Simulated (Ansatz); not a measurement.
This geometry of C₃H₁₂OSi₂ (18 atoms, charge 0, multiplicity 1) is a first-order saddle point.

Computed with Ansatz, RKS PBE0/6-31G.

```xyz
18
Properties=species:S:1:pos:R:3
C -1.249 -1.556 -0.932
Si -0.736 -0.531 0.597
Si -1.584 1.672 0.491
C 1.176 -0.516 0.872
C 1.901 0.464 -0.036
O 1.433 0.304 -1.405
H -2.337 -1.588 -1.039
H -0.808 -1.104 -1.824
H -0.880 -2.584 -0.840
H -1.337 -1.176 1.829
H -1.248 2.444 1.744
H -1.032 2.439 -0.679
H -3.087 1.659 0.368
H 1.374 -0.268 1.923
H 1.542 -1.538 0.702
H 1.684 1.495 0.268
H 2.989 0.324 0.020
H 2.160 0.072 -2.005
```

Question: Which two structures does it join? (They come from a converged band through this point; their orientation in space is the band's.)

Answer: No bond is made or broken. The dihedral H17–C5–O6–H18 goes from -64 to 60°.

Image 0:

```xyz
18
Properties=species:S:1:pos:R:3
C -1.253 -1.644 -0.860
Si -0.718 -0.552 0.613
Si -1.521 1.662 0.395
C 1.193 -0.556 0.885
C 1.911 0.420 -0.026
O 1.429 0.176 -1.371
H -2.338 -1.620 -0.998
H -0.759 -1.281 -1.765
H -0.949 -2.682 -0.689
H -1.338 -1.114 1.877
H -1.200 2.488 1.617
H -0.924 2.372 -0.793
H -3.019 1.679 0.228
H 1.406 -0.317 1.934
H 1.553 -1.576 0.700
H 1.691 1.454 0.281
H 3.001 0.278 0.022
H 1.797 0.823 -1.999
```

Image 8:

```xyz
18
Properties=species:S:1:pos:R:3
C -1.235 -1.467 -0.988
Si -0.736 -0.483 0.576
Si -1.560 1.729 0.497
C 1.171 -0.490 0.882
C 1.936 0.446 -0.045
O 1.583 0.258 -1.439
H -2.324 -1.533 -1.072
H -0.840 -0.968 -1.877
H -0.835 -2.486 -0.943
H -1.364 -1.156 1.778
H -1.207 2.479 1.757
H -0.998 2.498 -0.667
H -3.062 1.732 0.375
H 1.354 -0.212 1.929
H 1.529 -1.524 0.768
H 1.682 1.489 0.161
H 3.023 0.336 0.092
H 1.846 -0.635 -1.730
```

Question: How far does it lie above each of them?

Answer: 0.068 eV above the first and 0.056 eV above the second. This is the barrier of this one path; another mechanism may lie lower. Limits of this set-up: no polarisation functions.

Run time: 8.8 min on 1 CPU thread of a shared host.
